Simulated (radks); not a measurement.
The numbers below are computed, except where a source is named.
Q: Ionisation of neutral potassium, [Ar] 4s1, to K+, [Ar], under several functionals. Non-relativistic Kohn-Sham, spin-polarised, spherical densities, point nucleus; open shells are filled with parallel spins first; a radial shooting solver on a logarithmic mesh with Libxc functionals. The NIST Atomic Spectra Database gives 4.341 eV (measured). Rank these functionals by the error of their Delta-SCF ionisation energy: exchange-only PBE; OLYP; exchange-only LDA; PW91; AM05; PBEsol.

A: From best to worst: AM05 4.362 eV (+0.021); PBEsol 4.374 eV (+0.033); OLYP 4.298 eV (-0.043); exchange-only PBE 4.271 eV (-0.069); PW91 4.475 eV (+0.134); exchange-only LDA 4.041 eV (-0.299).
